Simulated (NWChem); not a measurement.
System meant: SiH₃Br; SMILES [SiH3]Br

NWChem input:

```
start job
memory heap 200 mb stack 900 mb global 1100 mb
geometry units angstroms noautosym nocenter noautoz
  Si     0.000000     0.000000    -1.417110
  Br     0.000000     0.000000     0.809288
  H      0.997374     0.997374    -1.893767
  H     -1.362438     0.365064    -1.893767
  H      0.365064    -1.362438    -1.893767
end
basis spherical
  * library 6-31g*
end
dft
  xc m06-l
  iterations 150
end
property
  shielding 3 1 2 3
end
task dft property
```

End of the output:

```
 Vector   29  Occ=0.000000D+00  E= 4.294816D-02
              MO Center= -1.9D-01, -1.9D-01, -1.2D+00, r^2= 3.8D+00
   Bfn.  Coefficient  Atom+Function         Bfn.  Coefficient  Atom+Function
  ----- ------------  ---------------      ----- ------------  ---------------
    52      1.116808  3 H  s                 11     -0.891890  1 Si px
    12     -0.891935  1 Si py                54     -0.558393  4 H  s
    56     -0.558442  5 H  s                  7     -0.369191  1 Si px
     8     -0.369210  1 Si py                33      0.219987  2 Br px
    34      0.219998  2 Br py                14      0.150199  1 Si d -2

 center of mass
 --------------
 x =   0.00000000 y =   0.00000000 z =   0.32887670

 moments of inertia (a.u.)
 ------------------
         425.013074710129          -0.000002748965           0.000000000000
          -0.000002748965         425.013074710129           0.000000000000
           0.000000000000           0.000000000000          21.480778816240

     Multipole analysis of the density
     ---------------------------------

     L   x y z        total         alpha         beta         nuclear
     -   - - -        -----         -----         ----         -------
     0   0 0 0     -0.000000    -26.000000    -26.000000     52.000000

     1   1 0 0      0.000010      0.000005      0.000005      0.000000
     1   0 1 0      0.000010      0.000005      0.000005      0.000000
     1   0 0 1     -0.570860     -2.935052     -2.935052      5.299243

     2   2 0 0    -25.094235    -17.875617    -17.875617     10.656998
     2   1 1 0     -0.000022     -0.000013     -0.000013      0.000003
     2   1 0 1      0.000017      0.000008      0.000008     -0.000000
     2   0 2 0    -25.094235    -17.875617    -17.875617     10.656998
     2   0 1 1      0.000017      0.000008      0.000008     -0.000000
     2   0 0 2    -23.159466   -121.920296   -121.920296    220.681126

          -----------------------------------------
          Chemical Shielding Tensors (GIAO, in ppm)
          -----------------------------------------

 ------------------------------------------------------------------------
  xm06: d2 not coded                    0
 ------------------------------------------------------------------------
 ------------------------------------------------------------------------
  current input line :
    20: task dft property
 ------------------------------------------------------------------------
 ------------------------------------------------------------------------
 This error has not yet been assigned to a category
 ------------------------------------------------------------------------
 For more information see the NWChem manual at https://nwchemgit.github.io

0: xm06: d2 not coded:Received an Error in Communication
```

**Question.** Find the fault in this run and fix the input.

**Answer.** The run crashed. Cause: this functional's second derivatives, which shieldings need, aren't coded here; the fix takes a hybrid GGA instead. This input runs:
```
start job
memory heap 200 mb stack 900 mb global 1100 mb
geometry units angstroms noautosym nocenter noautoz
  Si     0.000000     0.000000    -1.417110
  Br     0.000000     0.000000     0.809288
  H      0.997374     0.997374    -1.893767
  H     -1.362438     0.365064    -1.893767
  H      0.365064    -1.362438    -1.893767
end
basis spherical
  Si library 6-31g*
  Br library 6-31g*
  H library 6-31g*
end
dft
  xc pbe0
  iterations 150
end
property
  shielding 3 1 2 3
end
task dft property
```
It converges to -2864.73099 Ha (PBE0/6-31G* (spherical d), GIAO).
